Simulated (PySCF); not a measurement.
**Ionisation energy of Kr¹⁴⁺ by level of theory**

Kr¹⁴⁺ [Ar] 3d4 [3d3/2^4, M_J = 0] → Kr¹⁵⁺ [Ar] 3d3 [3d3/2^3, M_J = 3/2], as a difference of total energies. Calculation: PySCF 2.14, in an even-tempered Gaussian basis (17 s from 1.2 bohr⁻², ratio 2.8; 12 p from 1.5 bohr⁻², ratio 2.8; 8 d from 1.5 bohr⁻², ratio 2.8; 4 f from 5.7 bohr⁻², ratio 3); the two-component X2C-1e Hamiltonian. Correlated levels: [Ne] frozen; the 76 highest virtual spinors dropped. "Screened" scales the spin-orbit matrix elements by Boettger's factors to mimic the two-electron term; Breit and QED terms are absent.

```
                    method  ionisation energy (eV)
           GHF (spin-free)                  491.99
          GMP2 (spin-free)                  492.51
 GHF (screened spin-orbit)                  491.60
GMP2 (screened spin-orbit)                  492.13
```

**Question.** How much does correlation contribute at GMP2 (screened spin-orbit)?

**Answer.** 492.13 − (491.60) = 0.53 eV, measured against GHF (screened spin-orbit).

Breit and QED terms and the two-electron picture change are absent.

The spin-free rows relax to the high-spin LS determinant and lack the spin-orbit shift.

The labels give the starting determinants; with spin-orbit coupling the two ends relaxed to ⟨J²⟩ = 3.42, ⟨L²⟩ = 5.88, ⟨S²⟩ = 5.87 and ⟨J²⟩ = 6.06, ⟨L²⟩ = 11.85, ⟨S²⟩ = 3.67.

The determinant of Kr¹⁴⁺ and of Kr¹⁵⁺ mixes levels of different J (the jj label is only the starting occupation), so the difference between spin-free and spin-orbit rows is not the physical spin-orbit shift.

For comparison: 492 ± 5 eV (theoretical estimate listed by NIST; NIST Atomic Spectra Database, ionization energies).
